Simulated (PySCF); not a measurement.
# Calculated NMR data

Computed data (PySCF 2.14): structure optimised with GFN2-xTB, GIAO PBE0/pcSseg-1 shieldings. In vacuum, fast rotation and ring inversion assumed for equivalent nuclei, relativity neglected, one conformer.

Scale: ¹H (σref 31.72) and ¹³C (σref 186.93) vs TMS (reference shieldings calculated alike). Splittings of carbon signals by F and P are missing where no couplings were computed. Where no couplings were computed, multiplicities follow the n + 1 count of equivalent neighbours, and m marks all less simple cases (inequivalent or close neighbours, rings, F or P nearby). Shifts are as computed. Against solution values, carbons near 30 ppm lie about +3 ppm off and those near 130 ppm about +5 ppm. Of 1211 compounds with measured shifts, 218 miss one by over three times the rms of a fit or turn the order of signals round; such compounds aren't used in these exercises.

**1.** `InChI=1S/C8H11FNP/c1-7(2)11(10-3)6-4-5-8(11)9/h4-6H,1H2,2-3H3/t11-/m1/s1`. ¹H NMR (500 MHz, computed): δ 6.85 (m, 1H), 6.46 (m, 1H), 6.34 (m, 1H), 6.18 (m, 1H), 5.52 (m, 1H), 3.20 (m, 3H), 1.88 (m, 3H). ¹³C{¹H} NMR (computed): δ 184.0, 146.3, 143.8, 137.7, 126.4, 121.9, 32.9, 21.4.

**2.** `C1(C(=C)C)=CC=C[SiH2]1`, C7H10Si. ¹H NMR (500 MHz, computed): δ 7.27 (m, 1H), 6.85 (d, 1H), 6.10 (m, 1H), 5.42 (m, 1H), 5.35 (m, 1H), 4.77 (m, 2H), 2.02 (s, 3H). ¹³C{¹H} NMR (computed): δ 157.3, 154.7, 151.2, 147.7, 132.1, 124.9, 22.6.
